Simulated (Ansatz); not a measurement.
Breaking the Ge1–H2 bond in GeH4 (SMILES [GeH4]) (multiplicity 1 held, fragments rigid). Energies count from the point at 1.536 Å.
Geometry at that point (charge 0, multiplicity 1):
```xyz
5

Ge     0.0000     0.0000     0.0000
H     -0.6159    -0.8821    -1.0960
H      0.5733    -0.8907     1.1121
H     -1.0824     0.9183     0.5865
H      1.1249     0.8545    -0.6025
```

Restricted levels (R-, RO-) in cc, def2 and unpolarised 6-31G sets keep to the state of the molecule at rest. Unrestricted levels (U-) break spin symmetry where that is lower. Active spaces are followed from a long bond inwards. Curves can end on different states.

Frozen-core correlation. Filled d and f shells under p-block atoms count as core.

Programs: Ansatz (Gaussian orbitals). 

Energies in eV.

| R (Å) | R-HF/cc-pVDZ | U-HF/cc-pVDZ | R-CCSDT(Q)/cc-pVDZ | FIC-MRCISD on CASSCF(2,2)/cc-pVDZ | FIC-MRCISD+Q on CASSCF(2,2)/cc-pVDZ |
|---|---|---|---|---|---|
| 1.229 | 1.36 | 1.36 | 1.39 | 1.38 | 1.38 |
| 1.382 | 0.27 | 0.27 | 0.28 | 0.28 | 0.28 |
| 1.536 | 0.00 | 0.00 | 0.00 | 0.00 | 0.00 |
| 1.689 | 0.18 | 0.18 | 0.15 | 0.15 | 0.15 |
| 1.843 | 0.58 | 0.58 | 0.51 | 0.51 | 0.51 |
| 2.073 | 1.37 | 1.37 | 1.20 | 1.19 | 1.20 |
| 2.304 | 2.20 | 2.12 | 1.87 | 1.86 | 1.88 |
| 2.688 | 3.49 | 2.70 | 2.76 | 2.75 | 2.77 |
| 3.072 | 4.56 | 2.89 | 3.29 | 3.27 | 3.29 |
| 3.532 | 5.57 | 2.96 | 3.57 | 3.56 | 3.58 |
| 4.147 | 6.55 | 2.98 | 3.68 | 3.67 | 3.69 |
| 4.915 | 7.33 | 2.99 | 3.70 | 3.69 | 3.71 |

Doubts at one or more of the structures used: a restricted determinant that unrestricted orbitals would lower (R-HF/cc-pVDZ, R-CCSDT(Q)/cc-pVDZ); a spin-contaminated determinant (U-HF/cc-pVDZ); other coupled-cluster roots lie near (R-CCSDT(Q)/cc-pVDZ); T1 above 0.05 (R-CCSDT(Q)/cc-pVDZ).

Ansatz is a quantum-chemistry and plane-wave program.
